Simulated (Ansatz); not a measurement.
A geometry relaxed with CAM-B3LYP-D3(BJ)/def2-TZVP (Ansatz, a quantum-chemistry and plane-wave program), charge 0, multiplicity 1:

```xyz
4

Al     0.0000     0.0000     0.0000
H      1.5754    -0.0461    -0.0004
H     -0.8275    -1.3413     0.0008
H     -0.7478     1.3874    -0.0004
```

Q: Write the SMILES of this molecule.

A: `[AlH3]`
